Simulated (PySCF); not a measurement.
# Electronic structure of Pd³⁺ (palladium, charge +3) at the wB97M-V level

Configuration: [Kr] 4d7, high-spin 4F determinant. All numbers are calculated (PySCF 2.14, the spin-free X2C one-electron Hamiltonian (Gaussian nucleus), in x2c-TZVPPall (8s6p6d2f1g, 79 functions)).

| Item | Value |
| --- | --- |
| Total energy | -5042.68 hartree |
| One-electron energy | -6893.22 hartree |
| Hartree (Coulomb) energy | 1994.39 hartree |
| Exchange-correlation energy | -143.85 hartree |
| ⟨S²⟩ | 3.7512 |
| ⟨L²⟩ | 12.009 |
| Sum of ⟨r⟩ | 24.81 bohr |
| Sum of ⟨r²⟩ | 26.20 bohr² |
| Langevin diamagnetic susceptibility | -20.8 ×10⁻⁶ cm³/mol |
| Time after the integrals | roughly 13 core-seconds |

```json
{"shell": "1s α", "electrons": "1", "mean orbital energy (eV)": "-24260.3", "spread (eV)": "0", "rms radius, mean of both spins (bohr)": "0.0365"}
{"shell": "1s β", "electrons": "1", "mean orbital energy (eV)": "-24260.2", "spread (eV)": "0", "rms radius, mean of both spins (bohr)": "0.0365"}
{"shell": "2s α", "electrons": "1", "mean orbital energy (eV)": "-3604.5", "spread (eV)": "0", "rms radius, mean of both spins (bohr)": "0.150"}
{"shell": "2s β", "electrons": "1", "mean orbital energy (eV)": "-3603.8", "spread (eV)": "0", "rms radius, mean of both spins (bohr)": "0.150"}
{"shell": "2p α", "electrons": "3", "mean orbital energy (eV)": "-3233.0", "spread (eV)": "0", "rms radius, mean of both spins (bohr)": "0.133"}
{"shell": "2p β", "electrons": "3", "mean orbital energy (eV)": "-3232.4", "spread (eV)": "0", "rms radius, mean of both spins (bohr)": "0.133"}
{"shell": "3s α", "electrons": "1", "mean orbital energy (eV)": "-696.04", "spread (eV)": "0", "rms radius, mean of both spins (bohr)": "0.404"}
{"shell": "3s β", "electrons": "1", "mean orbital energy (eV)": "-695.70", "spread (eV)": "0", "rms radius, mean of both spins (bohr)": "0.404"}
{"shell": "3p α", "electrons": "3", "mean orbital energy (eV)": "-573.05", "spread (eV)": "0", "rms radius, mean of both spins (bohr)": "0.407"}
{"shell": "3p β", "electrons": "3", "mean orbital energy (eV)": "-572.61", "spread (eV)": "0", "rms radius, mean of both spins (bohr)": "0.407"}
{"shell": "3d α", "electrons": "5", "mean orbital energy (eV)": "-378.49", "spread (eV)": "0.320", "rms radius, mean of both spins (bohr)": "0.390"}
{"shell": "3d β", "electrons": "5", "mean orbital energy (eV)": "-377.70", "spread (eV)": "0.396", "rms radius, mean of both spins (bohr)": "0.390"}
{"shell": "4s α", "electrons": "1", "mean orbital energy (eV)": "-135.05", "spread (eV)": "0", "rms radius, mean of both spins (bohr)": "1.000"}
{"shell": "4s β", "electrons": "1", "mean orbital energy (eV)": "-132.12", "spread (eV)": "0", "rms radius, mean of both spins (bohr)": "1.000"}
{"shell": "4p α", "electrons": "3", "mean orbital energy (eV)": "-99.354", "spread (eV)": "0", "rms radius, mean of both spins (bohr)": "1.10"}
{"shell": "4p β", "electrons": "3", "mean orbital energy (eV)": "-95.987", "spread (eV)": "0", "rms radius, mean of both spins (bohr)": "1.10"}
{"shell": "4d α", "electrons": "5", "mean orbital energy (eV)": "-47.298", "spread (eV)": "0.723", "rms radius, mean of both spins (bohr)": "1.41"}
{"shell": "4d β", "electrons": "2", "mean orbital energy (eV)": "-45.369", "spread (eV)": "0", "rms radius, mean of both spins (bohr)": "1.41"}
```

Densities and radii are taken from the X2C orbitals without a picture-change correction, which distorts them close to the nucleus.
